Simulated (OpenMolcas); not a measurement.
**Os4+ in a point-charge field**

Os4+ among 2 point charges of -1 e arranged as a linear pair (D∞h), 1.9 Å from the ion.
```
   0.0000    0.0000    1.9000  -1.00
   0.0000    0.0000   -1.9000  -1.00
```

```yaml
Program: OpenMolcas
Method: "SS-CASPT2, IPEA 0.25 Eh, imaginary shift 0.1 Eh (closed shells correlated: 5s 5p)"
Basis: ANO-RCC-VDZP [7s6p4d2f1g]
Scalar_Hamiltonian: DKH2, point nucleus
Active_space: 4 electrons in 5 orbitals (5d)
State_averaging: 2S+1 = 5 even, 5 roots; 2S+1 = 3 even, 45 roots; 2S+1 = 1 even, 50 roots
Spin-orbit_coupling: RASSI with atomic mean-field integrals over the reference wave functions
```

The lowest spin-free states (labels by Λ), above the lowest:

```json
{"State": "5Σ", "Degeneracy": "1", "E (cm-1)": "0", "Free-ion L (%)": "D (100)"}
{"State": "5Π", "Degeneracy": "2", "E (cm-1)": "5250", "Free-ion L (%)": "D (100)"}
{"State": "5Δ", "Degeneracy": "2", "E (cm-1)": "13600", "Free-ion L (%)": "D (100)"}
{"State": "3Φ", "Degeneracy": "2", "E (cm-1)": "17060", "Free-ion L (%)": "H (56)"}
{"State": "3Γ", "Degeneracy": "2", "E (cm-1)": "17990", "Free-ion L (%)": "H (70)"}
{"State": "3Π", "Degeneracy": "2", "E (cm-1)": "18430", "Free-ion L (%)": "G (27)"}
{"State": "3Σ", "Degeneracy": "1", "E (cm-1)": "19190", "Free-ion L (%)": "P (55)"}
{"State": "3Δ", "Degeneracy": "2", "E (cm-1)": "20020", "Free-ion L (%)": "H (62)"}
{"State": "3Δ", "Degeneracy": "2", "E (cm-1)": "20210", "Free-ion L (%)": "F (58)"}
{"State": "3Σ", "Degeneracy": "1", "E (cm-1)": "22150", "Free-ion L (%)": "G (71)"}
{"State": "3H", "Degeneracy": "2", "E (cm-1)": "22660", "Free-ion L (%)": "H (100)"}
{"State": "3Π", "Degeneracy": "2", "E (cm-1)": "23190", "Free-ion L (%)": "H (54)"}
{"State": "3Σ", "Degeneracy": "1", "E (cm-1)": "25010", "Free-ion L (%)": "H (92)"}
{"State": "1I", "Degeneracy": "2", "E (cm-1)": "25240", "Free-ion L (%)": "I (100)"}
{"State": "3Φ", "Degeneracy": "2", "E (cm-1)": "25560", "Free-ion L (%)": "F (86)"}
{"State": "1Σ", "Degeneracy": "1", "E (cm-1)": "25920", "Free-ion L (%)": "G (68)"}
{"State": "3Π", "Degeneracy": "2", "E (cm-1)": "26710", "Free-ion L (%)": "P (37)"}
{"State": "1Π", "Degeneracy": "2", "E (cm-1)": "26810", "Free-ion L (%)": "G (69)"}
{"State": "1Φ", "Degeneracy": "2", "E (cm-1)": "27550", "Free-ion L (%)": "F (51)"}
{"State": "3Π", "Degeneracy": "2", "E (cm-1)": "27550", "Free-ion L (%)": "F (44)"}
```

The lowest levels with spin-orbit coupling:

| E (cm-1) | Degeneracy | 2S+1 | g |
| --- | --- | --- | --- |
| 0 | 1 | 5 (70 %) |  |
| 2980 | 2 | 5 (87 %) | 0.00 0.00 3.87 |
| 5880 | 2 | 5 (87 %) | 0.00 0.00 7.48 |
| 9110 | 1 | 5 (84 %) |  |
| 10590 | 2 | 5 (89 %) | 0.00 0.00 4.35 |
| 11030 | 1 | 5 (78 %) |  |
| 11620 | 2 | 5 (58 %) | 0.00 0.00 8.82 |
| 12080 | 2 | 5 (73 %) | 0.00 0.00 5.75 |
| 12150 | 2 | 5 (79 %) | 0.00 0.00 3.19 |
| 15620 | 1 | 5 (73 %) |  |
| 16040 | 1 | 5 (83 %) |  |
| 18210 | 2 | 3 (56 %) | 0.00 0.00 6.94 |
| 18340 | 2 | 3 (73 %) | 0.00 0.00 9.02 |
| 18740 | 2 | 5 (79 %) | 0.00 0.00 0.50 |
| 19330 | 2 | 3 (75 %) | 0.00 0.00 5.04 |
| 20150 | 2 | 5 (69 %) | 0.00 0.00 3.94 |
| 21030 | 1 | 3 (44 %) |  |
| 21510 | 2 | 5 (57 %) | 0.00 0.00 7.02 |
| 22070 | 2 | 3 (86 %) | 0.00 0.00 2.65 |
| 22820 | 2 | 3 (74 %) | 0.00 0.00 10.14 |

Powder χT (cm3 K/mol): 0 at 2 K, 0.00377 at 10 K, 0.0189 at 50 K, 0.0377 at 100 K, 0.0754 at 200 K, 0.113 at 300 K. The effective moment at 300 K is 2.828 √(χT) = 0.95 μB.

Roots that are degenerate in the reference are averaged as groups; the widest CASPT2 spread within a group is 38 cm-1 (the 2-fold group of multiplicity 1 near 81800 cm-1 above the lowest state of its run). Shifts and gaps below about the spread of the groups concerned are not significant. Spin-orbit coupling mixes the spin-free states strongly: the lowest level takes only 39 % from its leading state, 5Σ. Point charges give a weaker field than real ligands, and real ions of this kind are as a rule low spin; the high spin found here belongs to the model. Free-ion shares, where given, are those of the reference states; single-state CASPT2 does not remix them. Point charges carry no covalency, so the field is a model and not that of real ligands. No measured value stands beside these numbers.

With an even number of electrons the g values are those of a degenerate or nearly degenerate non-Kramers pair.
